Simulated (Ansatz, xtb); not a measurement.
Relative energy of two isomers of H3S2Si2−

Structure I is `[SiH3][Si](=S)[S-]`, a singlet and structure II is `[S-][Si@@H]1[SiH2]S1`, a singlet. Both are isolated ions in the gas phase, relaxed with PBE-D3(BJ)/def2-SVPD.

Q: Estimate which is lower in electronic energy at CCSD(T)/def2-SVPD + ΔMP2/def2-TZVPPD, and by roughly how much.

A: The CCSD(T)/def2-SVPD + ΔMP2/def2-TZVPPD calculation puts structure I lower, by 0.149 eV.

How the difference moves with the method:

| level | geometry | E(II) − E(I) (eV) | departure from the last row (eV) | job, with rough time for the two |
| --- | --- | --- | --- | --- |
| GFN2-xTB | GFN2-xTB | +0.386 | +0.237 | optimisation, 0.4 s |
| HF/STO-3G | GFN2-xTB | +0.210 | +0.061 | single point, 0.32 s |
| r2SCAN-D4/def2-SVPD | GFN2-xTB | +0.171 | +0.022 | single point, 3.4 s |
| PBE-D3(BJ)/def2-SVPD | PBE-D3(BJ)/def2-SVPD | +0.186 | +0.037 | optimisation, 23 s |
| HF/def2-SVPD | PBE-D3(BJ)/def2-SVPD | +0.369 | +0.220 | part of the CCSD(T) run |
| MP2/def2-SVPD | PBE-D3(BJ)/def2-SVPD | +0.289 | +0.139 | part of the CCSD(T) run |
| CCSD(T)/def2-SVPD | PBE-D3(BJ)/def2-SVPD | +0.321 | +0.172 | single point |
| CCSD(T)/def2-SVPD + ΔMP2/def2-TZVPPD | PBE-D3(BJ)/def2-SVPD | +0.149 |  | single point, 28 s |

As drawn, II has 2 S–Si in place of 1 S=Si. Structure I has no ring, II a 3-membered ring.

None of the levels shown reverses the order. The largest departure from CCSD(T)/def2-SVPD + ΔMP2/def2-TZVPPD is that of GFN2-xTB, 0.237 eV. A small imaginary or near-zero mode remains, so no thermal terms are given. The last row adds to CCSD(T) the change of the MP2 difference between the two basis sets, here −0.172 eV, a large step that makes the value less sure.

The correlated steps freeze 20 core orbitals. Programs: Ansatz 0.2.0, xtb 6.7.1; the last row on 2 threads of Intel(R) Xeon(R) Platinum 8488C (Sapphire Rapids) on a shared host.
